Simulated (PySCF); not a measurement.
## Computed vibrations of Hg(CH3)2

Hg(CH3)2 (singlet). PySCF 2.14.0, RKS PBE0, Hg def2-SVP with ECP60, C def2-SVP, H def2-SVP; non-relativistic Hamiltonian with scalar-relativistic core potentials where named; density fitting; no spin-orbit coupling. Central differences of gradients.

```xyz
9

Hg    0.0000    0.0000    0.0000
C     2.1043    0.0000    0.0000
H     2.4946    0.0000   -1.0295
H     2.4946    0.8916    0.5147
H     2.4946   -0.8916    0.5148
C    -2.1043    0.0000    0.0000
H    -2.4946    0.0000   -1.0295
H    -2.4946   -0.8916    0.5148
H    -2.4946    0.8916    0.5147
```

Run from Python with OMP_NUM_THREADS=2. Where DIIS fails, smearing, a level shift and second-order steps follow.
It took 65 s on 2 threads of Arm Neoverse V1, with other jobs on the host.

(1) What are the harmonic wavenumbers and infrared intensities?

(2) Is this a minimum?

Answers

(1) Modes are labelled in D3h; negative numbers are unstable modes, those under 60 cm⁻¹ near the noise; a finer grid moves soft modes by up to 10 cm⁻¹.
| cm⁻¹ | km/mol | symmetry |
| --- | --- | --- |
| -35 | – | a1'' |
| 150 | 0.1 | e' |
| 150 | 0.1 | e' |
| 519 | 0.0 | a1' |
| 540 | 58.3 | a2'' |
| 686 | 0.0 | e'' |
| 686 | 0.0 | e'' |
| 780 | 37.7 | e' |
| 780 | 37.7 | e' |
| 1205 | 0.0 | a1' |
| 1211 | 0.0 | a2'' |
| 1431 | 0.0 | e'' |
| 1431 | 0.0 | e'' |
| 1435 | 4.0 | e' |
| 1435 | 4.0 | e' |
| 3054 | 29.9 | a2'' |
| 3055 | 0.0 | a1' |
| 3164 | 0.0 | e'' |
| 3164 | 0.0 | e'' |
| 3164 | 12.8 | e' |
| 3164 | 12.8 | e' |

(2) Probably not: 1 unstable, though so soft as to be near the noise; the lowest moves the atoms so:
```
Hg   0.00  0.00  0.00
C    0.00  0.00  0.00
H    0.00  0.41  0.00
H    0.00 -0.20  0.35
H    0.00 -0.20 -0.35
C    0.00  0.00  0.00
H    0.00 -0.41  0.00
H    0.00  0.20  0.35
H    0.00  0.20 -0.35
```
